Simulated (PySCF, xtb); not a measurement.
C3H9NOSi, SMILES C/C=C/[Si@@H](N)O. Other conformers were not sampled.

Harmonic wavenumbers (cm⁻¹) from GFN2-xTB run with xtb at its own minimum, in rising order: 41, 111, 136, 147, 164, 221, 249, 279, 311, 413, 535, 643, 697, 703, 758, 789, 827, 869, 929, 989, 1015, 1039, 1098, 1250, 1310, 1399, 1479, 1485, 1527, 1697, 2226, 2989, 3004, 3027, 3039, 3048, 3476, 3509, 3692.

Problem. What does PBE-D3(BJ)/def2-SVP (PySCF) give at its own minimum? (An estimate is asked for; the answer gives what the named calculation found.)

Solution. 56, 109, 132, 171, 202, 245, 271, 330, 341, 417, 434, 674, 702, 753, 761, 804, 854, 879, 924, 929, 985, 1024, 1066, 1190, 1277, 1333, 1397, 1400, 1492, 1650, 2137, 2954, 3022, 3042, 3051, 3069, 3484, 3581, 3756. Paired by order, the mean absolute difference is 34 cm⁻¹ and the zero-point energies are 73.1 and 72.8 kcal/mol.
